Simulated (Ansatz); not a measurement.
BH₄O₃F, closed shell: at the end structure of a reaction step.

in.yaml

```yaml
crystal:
  periodic: [false, false, false]
  atoms:
    - {symbol: B, position_ang: [-0.116107, -0.241758, 0.567394]}
    - {symbol: F, position_ang: [0.024154, 1.053693, -2.271024]}
    - {symbol: O, position_ang: [-1.318120, 0.198279, 0.129208]}
    - {symbol: O, position_ang: [0.041140, -0.835352, 1.781026]}
    - {symbol: H, position_ang: [0.616245, 0.649023, -1.654318]}
    - {symbol: O, position_ang: [1.005802, -0.092153, -0.232273]}
    - {symbol: H, position_ang: [-1.281278, 0.599120, -0.749043]}
    - {symbol: H, position_ang: [-0.783628, -0.898126, 2.267985]}
    - {symbol: H, position_ang: [1.811793, -0.432926, 0.161144]}
basis:
  gaussian: {orbitals: def2-TZVPP}
hamiltonian: {xc: {name: BLYP}, dispersion: d4}
```

Run by:

```bash
ansatz run in.yaml --threads 4 --pin off --events-out ev --progress --plain --max-ram 9574MiB
```

The run's output (Ansatz 0.2.0):

```
Functional definition: BLYP
  name "BLYP"
  cite "Becke, Phys. Rev. A 38, 3098 (1988) doi:10.1103/PhysRevA.38.3098"
  cite "Lee, Yang & Parr, Phys. Rev. B 37, 785 (1988) doi:10.1103/PhysRevB.37.785"
  parameter beta = 0.0042
  parameter a = 0.04918
  parameter b = 0.132
  parameter c = 0.2533
  parameter d = 0.349
  exchange = b88_x(beta = beta)
  correlation = lyp_c(a = a, b = b, c = c, d = d)
1014 factors; their error is unknown
mean field evaluation 1: about -9591.6062 eV, gradient 1.0e2 eV
mean field evaluation 2: about -9549.9786 eV, gradient 1.8e2 eV
mean field evaluation 4: about -9607.1270 eV, gradient 9.5e0 eV
mean field evaluation 8: about -9607.2487 eV, gradient 2.2e-1 eV
mean field evaluation 16: about -9607.2417 eV, gradient 1.6e-4 eV
mean field -9607.24169754 eV, -353.0596203622 hartree, gradient 2.9e-5 eV, S^2 0.000000; 0 other end points of the search recorded, 0 dependent functions left out
reference -9607.24199613 eV, -353.0596313352 hartree; 21, 21 occupied and 190, 190 virtual orbitals, 1014 factors
Total energy: -9607.51082659 eV, -353.0695106723 hartree
```

The lines “mean field evaluation” count trial sets of orbitals through the whole run, from several starts and some on an approximate energy, so they need not fall steadily or lie above the final value.

Hardware: 4 CPU threads of an Arm Neoverse V1, shared host. Wall time about 1.4 s.
